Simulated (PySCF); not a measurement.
```xyz
4

Al     0.0000     0.0000     0.0000
H      1.5682    -0.1560    -0.0174
H     -0.6490     1.4363     0.0084
H     -0.9193    -1.2802     0.0090
```

Charge 0, multiplicity 1.

Problem. Give the Mulliken and meta-Löwdin atomic charges from PySCF with CAM-B3LYP-D3(BJ)/def2-TZVP.

Solution. 
```tsv
atom	Mulliken (e)	meta-Löwdin (e)
Al1	0.35	0.45
H2	-0.12	-0.15
H3	-0.12	-0.15
H4	-0.12	-0.15
```
